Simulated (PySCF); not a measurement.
Compound: NbI₄ (doublet state).
Bonds: Nb1–I2, Nb1–I3, Nb1–I4, Nb1–I5.

Level of theory: PBE0-D3(BJ)/def2-SVP geometry optimisation, gas phase, def2 core potentials past Kr (PySCF).

Question: How far are the bound atoms from Nb1?

Answer: 4 atoms: I4 2.619 Å, I5 2.620 Å, I2 2.620 Å, I3 2.622 Å.

Question: List the angles at Nb1.

Answer: 
| angle | degrees | distance of the outer atoms (Å) |
| --- | --- | --- |
| I2–Nb1–I3 | 111.2 | 4.33 |
| I3–Nb1–I4 | 111.1 | 4.32 |
| I4–Nb1–I5 | 110.9 | 4.31 |
| I2–Nb1–I5 | 110.5 | 4.30 |
| I3–Nb1–I5 | 106.7 | 4.20 |
| I2–Nb1–I4 | 106.6 | 4.20 |

Question: What is the shape at Nb1?

Answer: Tetrahedral: angles from 106.6° to 111.2°; τ4 = (360° − α − β)/141° = 0.98 with α and β the two widest (0 for a square, 1 for a tetrahedron).

Point group: near Td, missed by 0.12 Å at most; the miss may be what the optimiser left on a soft mode (D2d holds within 0.08 Å). Charge 0, doublet. ⟨S²⟩ = 0.759 (exact for a doublet: 0.75). PBE0-D3(BJ)/def2-SVP frequencies: not computed here.

Hardware: one thread, Arm Neoverse V1, no GPU, shared host. Cost: 3.7 min. That covers the optimisation of the geometry.

For an open-shell metal species like this, the optimisation's SCF solution wasn't tested for stability and no frequencies at its level were run, so a lower state or another shape may exist.
